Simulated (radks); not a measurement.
Problem. Neutral beryllium, [He] 2s2. Calculated with a radial shooting solver on a logarithmic mesh with Libxc functionals: non-relativistic Kohn-Sham, exchange-only PBE, spin-polarised, spherical densities, point nucleus. Every spin shell is full or empty, so the densities are truly spherical. Functionals are evaluated on that one density, not self-consistently. Rank these exchange functionals by their error against the exact value of the orbitals, and give that value: LDA, PBE, revPBE, RPBE, PW91, PW86, WC, B86b, G96, EV93, APBE, TPSS, r2SCAN, MS2, Tao-Mo.

Solution. Exact: -2.65221 hartree. From best to worst, with 100 (|E| - |E exact|)/|E exact| (equal figures are ties): B86b -0.06, G96 -0.17, r2SCAN -0.22, revPBE +0.36, TPSS +0.51, PW91 -0.58, MS2 +0.63, Tao-Mo +0.67, APBE +0.67, RPBE +0.73, PW86 +0.80, PBE -0.93, WC -3.05, EV93 +4.94, LDA -13.14.
